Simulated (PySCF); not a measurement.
## Chromium: a sound run and one with changed settings

Sound run: Cr(2+) [Ar] 3d4, Cr(3+) [Ar] 3d3. All numbers are calculated (PySCF 2.14, scalar relativity by spin-free X2C-1e, in Sapporo-DKH3-DZP-2012). The sound run starts from symmetry-adapted Hartree-Fock orbitals and uses a fine grid where one is needed.

A second run was set up differently.

```
species  method  sound run (hartree)  changed run (hartree)  converged
 Cr(2+)     UHF          -1048.85636            -1048.85636        yes
 Cr(2+)    TPSS          -1049.90566            -1051.10884        yes
 Cr(2+)  M06-2X          -1049.88469            -1049.67663        yes
 Cr(3+)     UHF          -1047.76425            -1047.76425        yes
 Cr(3+)    TPSS          -1048.76042            -1047.47202        yes
 Cr(3+)  M06-2X          -1048.74122            -1047.81025        yes
```

Ionisation energy of Cr(2+):

```json
{"method": "UHF", "sound run (eV)": "29.718", "changed run (eV)": "29.718"}
{"method": "M06-2X", "sound run (eV)": "31.115", "changed run (eV)": "50.787"}
```

Problem. What was changed?
A. all electrons correlated in a valence basis
B. too few SCF iterations
C. angular grid far too coarse
D. basis contracted for another Hamiltonian

Solution. C. It used 6 angular points. A coarse angular grid integrates products of high-l functions wrongly, so density functionals can shift, and the SCF can exploit the error; Hartree-Fock and MP2 need no grid.
